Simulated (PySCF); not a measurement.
C4H10O, SMILES CCOCC, GFN2-xTB optimised geometry. Atoms within 1.6 Å of the plane z = 0.8 Å (x, y, z in Å): C2 (1.26, -0.69, 0.21), O3 (0.66, 0.57, 0.00), C4 (-0.75, 0.57, 0.00), C5 (-1.23, 2.01, 0.00), H9 (0.84, -1.16, 1.11), H10 (2.31, -0.47, 0.38), H11 (-1.12, 0.04, 0.89), H13 (-2.31, 2.05, 0.00), H15 (-0.85, 2.53, 0.88).

Method: B3LYP/def2-TZVP (PySCF).

Map of the Laplacian of the electron density (e/bohr⁵), clipped to [-1.50, 1.50] on the plane z = 0.8 Å:

```
|777777777777777777777777777|
|777777777777777777777777777|
|777777777777777777777777777|
|777777777777777777777777777|
|777777777888877777777777777|
|777777788888887777777777777|
|777777888871887777777777777|
|777777888861888777777777777|
|777777888888888877777777777|
|777777888888888888777777777|
|777777788888888888877777777|
|777777788888889988877777777|
|777777788867899998888777777|
|777777788806889998888877777|
|777777778888888988888877777|
|777777777888888648888877777|
|777777777778888458888877777|
|777777777777788888888777777|
|777777777777788888877777777|
|777777777777777888777777777|
|777777777777777777777777777|
|777777777777777777777777777|
|777777777777777777777777777|
|777777777777777777777777777|
|777777777777777777777777777|
|777777777777777777777777777|
|777777777777777777777777777|
```
Scale: ten equal steps from -1.50 (start of '0') to 0.389 (end of '9'), in the order '0123456789'; x runs from -5.00 to 5.00, y from -5.00 (bottom) to 5.00 (top).
